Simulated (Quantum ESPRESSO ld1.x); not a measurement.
Results of a calculation; reference values are marked as such.
W+, 73 electrons, occupied as [Xe] 4f14 5d5 (not the ground configuration). Level of theory: Dirac Kohn-Sham, PBE, spin-unpolarised, spherical densities, point nucleus; open shells fill j = l - 1/2 first (ld1.x of Quantum ESPRESSO 7.5).

Radial electron density D(r) = 4 pi r^2 rho(r):

r (bohr),D(r) (e/bohr)
0.002979,36.92
0.004006,52.18
0.005342,69.53
0.007183,87.40
0.009657,100.8
0.01298,105.0
0.01746,99.47
0.02347,92.95
0.03155,99.76
0.04242,121.9
0.05704,135.3
0.07668,119.7
0.1031,104.8
0.1386,120.1
0.1849,115.2
0.2486,73.36
0.3342,67.23
0.4493,74.54
0.6041,47.56
0.8122,23.88
1.092,15.46
1.468,8.881
1.974,3.795
2.654,1.412
3.568,0.4408
4.797,0.08966
6.449,0.008986

D(r) has 4 maxima, at r = 0.0126, 0.0566, 0.158, 0.418 bohr, and minima at 0.0244, 0.101, 0.296 bohr, inside which lie 2.02, 11.08, 29.97 electrons.
